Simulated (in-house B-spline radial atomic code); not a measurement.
Ionising Pd5+ with different functionals

Computed with a radial B-spline atomic code at the basis-set limit: non-relativistic Hamiltonian, point nucleus, spin-polarised at highest spin, spherical fractional occupations for the functionals, and exact exchange of hybrids averaged over the configuration. The ionisation energy is the difference of two self-consistent energies, [Kr] 4d5 → [Kr] 4d4, without Breit or QED terms; ε is the level of the shell that loses the electron (its least bound occupied spin orbital). There is no spin-orbit coupling in this Hamiltonian.

| method | rung | ΔSCF (eV) | -ε(4d) (eV) |
| --- | --- | --- | --- |
| PBE0 | global hybrid | 85.59 | 79.26 |
| B3LYP | global hybrid | 85.42 | 78.58 |
| TPSSh | global hybrid | 85.52 | 77.73 |
| M06-2X | global hybrid | 85.00 | 81.45 |
| BHandHLYP | global hybrid | 85.41 | 81.50 |
| r2SCAN0 | global hybrid | 86.03 | 79.76 |
| B97-1 | global hybrid | 85.26 | 78.52 |
| HSE06 | range-separated hybrid | 85.56 | 78.81 |
| wB97X | range-separated hybrid | 85.11 | 81.41 |
| CAM-B3LYP | range-separated hybrid | 85.36 | 80.52 |
| LC-wPBE | range-separated hybrid | 85.44 | 81.93 |

(1) Among the functionals, which spreads more, the ΔSCF values or the orbital energies?

(2) How do they compare with the NIST value?

## Answers

(1) The orbital energies: ΔSCF values span about 1.03 eV and the orbital energies 4.20 eV; here energy differences depend much less on the functional than eigenvalues do.

(2) NIST lists 84 eV ± 2 (tabulated theory, ground level to ground level). Errors run from +0.90 to +1.93 eV; all lie within about twice that uncertainty, so the table can't rank the methods.
